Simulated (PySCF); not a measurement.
**Se: electron affinity**

Se⁻ [Ar] 3d10 4s2 4p5 [4p1/2^2 4p3/2^3, M_J = 3/2] → Se [Ar] 3d10 4s2 4p4 [4p1/2^2 4p3/2^2, M_J = 2], as a difference of total energies. Computed with PySCF 2.14 in x2c-TZVPall-2c with one added diffuse shell each of s, p, d type (7s8p5d1f, 63 functions), with the two-component X2C-1e Hamiltonian. Correlated levels: [Ne] frozen. "Screened" scales the spin-orbit matrix elements by Boettger's factors to mimic the two-electron term; Breit and QED terms are absent.

```tsv
method	electron affinity (eV)
GHF (spin-free)	0.944
GMP2 (spin-free)	1.834
GHF (screened spin-orbit)	0.908
GMP2 (screened spin-orbit)	1.801
```

How much does correlation contribute at GMP2 (screened spin-orbit)?

1.801 − (0.908) = 0.893 eV, measured against GHF (screened spin-orbit).

The spin-free rows relax to the high-spin LS determinant and lack the spin-orbit shift.

Errors of the correlated levels include the incompleteness of this basis and the frozen core.

The labels give the starting determinants; with spin-orbit coupling the two ends relaxed to ⟨J²⟩ = 3.77, ⟨L²⟩ = 2.02, ⟨S²⟩ = 0.76 and ⟨J²⟩ = 6.02, ⟨L²⟩ = 2.08, ⟨S²⟩ = 1.98.

For comparison: 2.021 eV (measured; photodetachment measurements, as compiled on the Wikipedia data page of electron affinities).
